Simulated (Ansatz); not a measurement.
Isolated molecules relaxed with PBE0-D4/def2-TZVP in Ansatz; ΔE leaves out vibrations. CBS: MP2 limit from def2 TZ/QZ plus the TZ coupled-cluster correction, frozen cores. This one scheme is used for every species. Functionals use def2-TZVPP. HSE06 is defined as in plane-wave codes. Triplets are unrestricted, without spin–orbit coupling. One conformer a species, not always the lowest.

`ClC[SiH2]CCl` → `ClC[SiH2]Cl` + `[CH2]` (triplet)  (formal loss of a carbene)

```csv
level,ΔE (kcal/mol),difference from CCSD(T)/CBS
BLYP-D4,73.2,0.0
r2SCANh-D4,66.8,-6.4
r2SCAN0-D4,66.0,-7.2
CAM-B3LYP-D4,72.6,-0.6
ωB97X-V,76.0,2.8
revPBE,67.8,-5.4
HSE06,71.3,-1.9
HF/def2-SVP,36.6,-36.6
MP2/CBS(def2),75.2,2.0
CCSD/CBS(def2),70.0,-3.2
CCSD(T)/CBS,73.2,0
```

Largest T1 diagnostic among the species: 0.011.

From r2SCAN to r2SCAN0 (25 % exact exchange), in def2-TZVPP and without D4, ΔE moves by −1.6 kcal/mol. Leaving LDA and LC-ωPBE aside and taking each functional with its dispersion term where it has one, the values, not all of them listed here, spread over 10.2 kcal/mol, from r2SCAN0-D4 to PBE-D4. LDA lies +17.7 kcal/mol from PBE without D4. At CCSD(T), def2-SVP lies −4.7 kcal/mol from the extrapolated value and def2-TZVPP −2.5 kcal/mol.

CCSD(T)/CBS has its own doubt, a few kJ/mol and more with outer-core shells, so smaller differences from it don't rank the levels.
